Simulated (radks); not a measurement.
The arsenic anion As3-, [Kr], held by a Watson sphere: a shell of charge +3 at radius R that stands for the Madelung well of a crystal (potential energy -3/R inside, -3/r outside, in hartree with lengths in bohr). All-electron calculation, scalar-relativistic Kohn-Sham, LB94 model potential, spin-unpolarised, spherical densities, finite nucleus; Fermi nuclear charge, rms radius of each element as measured or else 0.836 A^(1/3) + 0.57 fm. Program: a radial shooting solver on a logarithmic mesh with Libxc functionals. Response by self-consistent Sternheimer equations with the Hartree and adiabatic LDA kernel, the relativistic mass of each level held fixed and spin-orbit coupling left out. The sphere does not respond.

R (bohr),e(3d) (eV),e(4s) (eV),e(4p) (eV),<r> 4p (bohr),sum of <r^2> (bohr^2),X-ray form factor at sin(theta)/lambda = 0.2 1/angstrom,alpha (bohr^3)
2.93,-46.742,-18.410,-9.765,2.704,70.41,26.309,58.23
3.09,-46.456,-17.919,-9.355,2.765,73.00,26.276,65.19
3.7,-45.494,-16.374,-7.942,2.982,82.94,26.227,99.19
3.99,-45.086,-15.788,-7.356,3.078,87.71,26.230,120.2
4.03,-45.033,-15.713,-7.279,3.091,88.37,26.232,123.4
4.19,-44.822,-15.427,-6.983,3.142,91.03,26.237,136.9
4.74,-44.160,-14.585,-6.074,3.309,100.3,26.264,193.2
5.11,-43.765,-14.117,-5.549,3.414,106.8,26.281,241.8
5.13,-43.744,-14.093,-5.522,3.419,107.1,26.282,244.7
